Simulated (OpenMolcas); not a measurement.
## Ni2+, Pd2+, Pt2+: d⁸ down the group

```json
{
  "Program": "OpenMolcas 26.06",
  "Method": "RASSCF",
  "Basis": "ANO-RCC-VTZP",
  "Scalar Hamiltonian": "DKH2, point nucleus",
  "Spin-orbit coupling": "RASSI with atomic mean-field integrals over the reference wave functions, term energies averaged over their components"
}
```

Active space for each ion: 8 electrons in 9 orbitals (RAS2 d s; RAS3 p, at most 2 electrons).

Computed levels in cm-1 above ³F₄:

```tsv
Level	Ni2+	Pd2+	Pt2+
³F₃	1446	3299	10365
³P₁	22249	17469	19795
³P₀	22537	17806	18855
¹G₄	28182	22027	25040
weight of ³F in the lowest level (%)	100	99	97
```

Measured, with the error of the calculation in %. Measured levels: Ni2+ from Corliss and Sugar, J. Phys. Chem. Ref. Data 10, 197 (1981); Pd2+ from Moore, Atomic Energy Levels, vol. III, NSRDS-NBS 35 (1971 reprint of NBS Circular 467, 1958); Pt2+ from NIST levels as listed in McCann et al., Mon. Not. R. Astron. Soc. 538, 537 (2025).

| Level | Ni2+ | Pd2+ | Pt2+ |
| --- | --- | --- | --- |
| ³F₃ | 1361 (+6.3) | 3230 (+2.1) | 9752 (+6.3) |
| ³P₁ | 16978 (+31.0) | 13470 (+29.7) | 16782 (+18.0) |
| ³P₀ | 17231 (+30.8) | 13699 (+30.0) | 14939 (+26.2) |
| ¹G₄ | 23109 (+22.0) | 17880 (+23.2) | 21331 (+17.4) |

The fine-structure level ³F₃ changes by a factor of 7.17 from Ni2+ to Pt2+.

Without spin-orbit coupling ³P lies 20803, 14174, 10016 cm-1 above ³F in that order; the difference to the level ³P₁, of either sign, comes from spin-orbit coupling, which also lowers the zero.

Some high roots are left out of the spin-orbit mixing, which shifts the levels that they would mix with. Without dynamic correlation excited terms often stand tens of per cent too high (terms of higher spin than the ground term too low), and those without a measured partner can miss by more than the paired ones. Terms from blocks run as CI alone lack orbitals of their own. Computed and measured levels are paired by configuration, term and J; levels that our copy of the source lacks, or whose pairing is in doubt (as where it misses far off the trend of its configuration), stay unpaired and out of the deviations. Levels of configurations outside the active space are missing.
